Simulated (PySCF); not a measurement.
Job file and geometry (Å, from GFN2-xTB) of an NMR shielding run on SMILES CCCN[SiH2]OC, C$_{4}$H$_{13}$NOSi, GIAO PBE0/pcSseg-1 NMR shielding, non-relativistic, gas phase in PySCF 2.14.0, density-fitted response routines; density fitting, a coarse starting grid and PySCF grid level 2 are the driver's defaults:

```
$ OMP_NUM_THREADS=1 python probes_run.py task.json out

{"job": {"kind": "nmr", "xc": "PBE0", "basis": "pcSseg-1"}, "charge": 0, "multiplicity": 1}
C     -2.590827     0.833818     0.509639
C     -2.215796    -0.099163    -0.635425
C     -1.278194    -1.228582    -0.189505
N     -0.007495    -0.777358     0.307606
Si     1.280231    -0.349135    -0.726932
O      2.325001     0.273462     0.350228
C      3.617419     0.696247     0.071482
H     -3.282953     1.598710     0.165406
H     -1.706771     1.329444     0.904384
H     -3.067033     0.277599     1.314612
H     -3.120252    -0.544028    -1.055531
H     -1.718546     0.470449    -1.422054
H     -1.079593    -1.879221    -1.043726
H     -1.775234    -1.824048     0.585354
H     -0.088511    -0.281076     1.181909
H      1.020760     0.649646    -1.781810
H      1.776919    -1.571841    -1.369621
H      3.632933     1.403041    -0.762554
H      4.256198    -0.152695    -0.187106
H      4.016594     1.185409     0.961215
```

Q: What does the program print?

A: 
```
coarse grid: 16176 points
cycle   1  E = -579.0874213828  dE =  6.718e-01  |g| = 7.518e-01  |ddm| = 3.765e+00
cycle   2  E = -578.9603297939  dE =  1.271e-01  |g| = 1.112e+00  |ddm| = 1.561e+00
cycle   3  E = -579.1978824649  dE = -2.376e-01  |g| = 9.564e-02  |ddm| = 1.037e+00
cycle   4  E = -579.1993296606  dE = -1.447e-03  |g| = 4.259e-02  |ddm| = 9.511e-02
cycle   5  E = -579.1997215490  dE = -3.919e-04  |g| = 9.191e-03  |ddm| = 3.947e-02
cycle   6  E = -579.1997370131  dE = -1.546e-05  |g| = 3.348e-03  |ddm| = 1.067e-02
cycle   7  E = -579.1997393490  dE = -2.336e-06  |g| = 4.802e-04  |ddm| = 2.890e-03
final grid: 148800 points
cycle   8  E = -579.2496291253  dE = -3.374e-05  |g| = 1.150e-02  |ddm| = 2.392e-02
cycle   9  E = -579.2496083337  dE =  2.079e-05  |g| = 1.555e-02  |ddm| = 1.891e-02
cycle  10  E = -579.2496568043  dE = -4.847e-05  |g| = 1.438e-03  |ddm| = 1.120e-02
cycle  11  E = -579.2496572249  dE = -4.205e-07  |g| = 1.931e-04  |ddm| = 1.215e-03
cycle  12  E = -579.2496572321  dE = -7.209e-09  |g| = 5.498e-05  |ddm| = 1.972e-04
cycle  13  E = -579.2496572326  dE = -5.710e-10  |g| = 2.035e-05  |ddm| = 6.050e-05
converged SCF energy = -579.2496572326

GIAO shielding tensors (ppm)
atom      isotropic    diamagn.    paramagn.     s11        s22        s33       span
  0 C      174.821     248.067     -73.247    159.908    176.717    187.836     27.928
  1 C      156.887     249.197     -92.311    146.642    153.869    170.149     23.508
  2 C      142.643     242.948    -100.306    119.013    152.414    156.501     37.489
  3 N      241.633     326.876     -85.243    197.540    251.394    275.965     78.425
  4 Si     377.309     883.198    -505.889    334.662    357.365    439.899    105.237
  5 O      340.601     402.633     -62.031    305.537    344.471    371.795     66.258
  6 C      134.814     238.814    -104.000    107.266    111.318    185.857     78.591
  7 H       30.561      28.481       2.079     26.075     27.721     37.885     11.810
  8 H       30.416      32.424      -2.008     25.386     30.789     35.074      9.688
  9 H       31.228      29.728       1.500     27.396     28.419     37.870     10.474
 10 H       30.457      29.954       0.503     25.372     28.947     37.054     11.682
 11 H       30.379      32.461      -2.082     26.244     29.552     35.340      9.096
 12 H       28.773      30.970      -2.197     23.472     28.965     33.881     10.409
 13 H       29.073      30.320      -1.247     23.192     28.451     35.576     12.383
 14 H       31.010      36.939      -5.928     22.269     31.360     39.402     17.134
 15 H       26.439      32.257      -5.818     22.954     25.761     30.602      7.648
 16 H       26.759      31.423      -4.664     23.625     24.917     31.735      8.110
 17 H       28.010      27.477       0.533     23.777     25.807     34.445     10.668
 18 H       27.925      26.409       1.516     23.605     25.579     34.592     10.987
 19 H       27.744      27.033       0.711     23.396     25.490     34.346     10.949
```

Q: Turn these shieldings into chemical shifts. Chemical shifts δ = σref − σ; TMS for ¹³C (σ = 186.93 ppm) and ²⁹Si (σ = 349.16 ppm) and ¹H (σ = 31.72 ppm); NH3 for ¹⁵N (σ = 267.73 ppm); H2O for ¹⁷O (σ = 336.08 ppm), all at this level.

A: Averaging equivalent atoms: C 6: 52.1; C 2: 44.3; C 1: 30.0; C 0: 12.1; N 3: 26.1; Si 4: -28.2; O 5: -4.5; H 15/16: 5.12; H 17/18/19: 3.82; H 12/13: 2.79; H 10/11: 1.30; H 7/8/9: 0.98; H 14: 0.71 ppm. Experimental scales use liquid or dissolved standards, which lie at an offset from isolated NH3 (liquid NH3: subtract about 20 ppm) and H2O (liquid H2O: subtract about 36 ppm).

Size and cost of the density-fitted run: 191 basis functions, 55 s wall time on 1 thread of an Arm Neoverse N1, shared host; peak memory 0.85 GiB.
